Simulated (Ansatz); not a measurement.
```yaml
crystal:
  periodic: [false, false, false]
  atoms:
    - {symbol: Sn, position_ang: [-0.217566, -1.233684, -1.845542]}
    - {symbol: O, position_ang: [1.732557, -0.933289, -1.459090]}
    - {symbol: C, position_ang: [2.394181, -0.259478, -0.365630]}
    - {symbol: C, position_ang: [2.087585, 1.232438, -0.372851]}
    - {symbol: C, position_ang: [2.088625, -0.919017, 0.988429]}
    - {symbol: C, position_ang: [3.965550, -0.445634, -0.672533]}
    - {symbol: H, position_ang: [2.613407, 1.751124, 0.392697]}
    - {symbol: H, position_ang: [2.236079, 1.630209, -1.332604]}
    - {symbol: H, position_ang: [1.013107, 1.349980, -0.168246]}
    - {symbol: H, position_ang: [0.992844, -0.768508, 1.167496]}
    - {symbol: H, position_ang: [2.644769, -0.483194, 1.818723]}
    - {symbol: H, position_ang: [2.332375, -2.019534, 0.924148]}
    - {symbol: H, position_ang: [4.136924, -0.045403, -1.667483]}
    - {symbol: H, position_ang: [4.144698, -1.574327, -0.697763]}
    - {symbol: H, position_ang: [4.601909, 0.018406, 0.124245]}
    - {symbol: O, position_ang: [-0.916973, -0.195217, -0.261555]}
    - {symbol: C, position_ang: [-2.295003, 0.114966, 0.120469]}
    - {symbol: C, position_ang: [-3.263262, -1.009166, -0.271894]}
    - {symbol: C, position_ang: [-2.297047, 0.312845, 1.631257]}
    - {symbol: C, position_ang: [-2.631721, 1.454580, -0.601274]}
    - {symbol: H, position_ang: [-4.244986, -0.774470, 0.067564]}
    - {symbol: H, position_ang: [-3.238741, -1.145972, -1.367527]}
    - {symbol: H, position_ang: [-2.903490, -2.004802, 0.194255]}
    - {symbol: H, position_ang: [-1.952151, -0.618603, 2.146011]}
    - {symbol: H, position_ang: [-3.297468, 0.558657, 2.022279]}
    - {symbol: H, position_ang: [-1.560361, 1.036617, 1.894974]}
    - {symbol: H, position_ang: [-2.673069, 1.260487, -1.730397]}
    - {symbol: H, position_ang: [-1.972998, 2.234863, -0.287832]}
    - {symbol: H, position_ang: [-3.700109, 1.705140, -0.329099]}
basis:
  gaussian: {orbitals: def2-mTZVPP, fitting: {mean_field: def2-universal-jkfit}}
magnetization: {spin_polarized: true, initial_magnetization: 0}
hamiltonian: {xc: {name: revPBE0}, dispersion: d3bj}
scf: {lower_state_search: off}
```

```sh
$ ansatz run in.yaml --threads 2 --pin off --events-out ev --progress --plain --max-ram 20480MiB --backend cuda --devices 0, --max-vram 18GiB
```

Shortened log:

```
Functional definition: revPBE0
1296 factors; integrals over basis functions are off by at most 8.7e-1 eV
mean field evaluation 1: about -18491.9441 eV, gradient 7.4e1 eV
mean field evaluation 2: about -18405.3742 eV, gradient 1.5e2 eV
mean field evaluation 4: about -18515.9311 eV, gradient 8.8e0 eV
mean field evaluation 8: about -18516.2417 eV, gradient 2.7e-1 eV
mean field evaluation 16: about -18516.2420 eV, gradient 1.2e-4 eV
mean field -18516.24203774 eV, -680.4593441272 hartree, gradient 4.4e-6 eV, S^2 0.000000; 0 other end points of the search recorded, 0 dependent functions left out
reference -18516.24209458 eV, -680.4593462162 hartree; 52, 52 occupied and 274, 274 virtual orbitals, 1296 factors
Total energy: -18517.96899376 eV, -680.5228085906 hartree
Checks for a lower state left out: stability, starts, cluster_reference, orbital_swaps, neighbouring_geometries, increment
```

Hardware: 2 threads of AMD EPYC 7R13 on a shared host and a share (18 GiB) of an NVIDIA H100 80GB HBM3. Wall time 2.1 s.

In the def2 sets Sn takes a core potential; there is no spin–orbit coupling.
